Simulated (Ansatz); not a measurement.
C$_{2}$H$_{5}$Cd (SMILES C[CH2][Cd]), doublet, geometry from GFN2-xTB (such geometries of metal compounds can be far from the true shape) (the spin is typed, not shown lowest) (core potentials on Cd), with bond 1-2 at 2.2 times its length; PBE0/def2-SV(P) (Ansatz, a program for electronic structure).

Input for Ansatz:
Ansatz 0.2 input:
```yaml
crystal:
  periodic: [false, false, false]
  atoms:
    - {symbol: Cd, position_ang: [0.71522441, 3.16498582, 1.74865358]}
    - {symbol: C, position_ang: [-0.06194642, -1.60761260, -0.75591768]}
    - {symbol: C, position_ang: [-1.46593042, -1.47270462, -1.31110621]}
    - {symbol: H, position_ang: [0.00958159, -2.42399845, -0.03318615]}
    - {symbol: H, position_ang: [0.67608025, -1.73578800, -1.55142422]}
    - {symbol: H, position_ang: [-1.53176292, -0.63365091, -2.01179403]}
    - {symbol: H, position_ang: [-2.19244167, -1.31585186, -0.50681331]}
    - {symbol: H, position_ang: [-1.77722280, -2.37282283, -1.85578147]}
basis:
  gaussian:
    orbitals: def2-SV_P_.json
hamiltonian:
  xc: pbe0
magnetization: {spin_polarized: true, initial_magnetization: 1}
scf: {lower_state_search: off}
```
The basis file holds def2-SV(P) in the JSON format of the Basis Set Exchange.

Output, abridged:

```
Functional definition: PBE0
these checks for a lower state are left out or cut short: stability, starts, cluster_reference, orbital_swaps, neighbouring_geometries, increment
777 factors; integrals over basis functions are off by at most 7.9e-4 eV
mean field evaluation 1: about -6696.1789 eV, gradient 4.3e1 eV
mean field evaluation 2: about -6469.7665 eV, gradient 1.1e2 eV
mean field evaluation 4: about -6697.6921 eV, gradient 3.2e1 eV
mean field evaluation 8: about -6713.1333 eV, gradient 1.1e0 eV
mean field evaluation 16: about -6713.3054 eV, gradient 1.3e-2 eV
mean field -6713.30536975 eV, -246.7094218966 hartree, gradient 1.9e-6 eV, S^2 0.753380; 0 other end points of the search recorded, 0 dependent functions left out
reference -6713.30540431 eV, -246.7094231666 hartree; 19, 18 occupied and 43, 44 virtual orbitals, 777 factors
Total energy: -6713.30540431 eV, -246.7094231666 hartree
Checks for a lower state left out: stability, starts, cluster_reference, orbital_swaps, neighbouring_geometries, increment
```
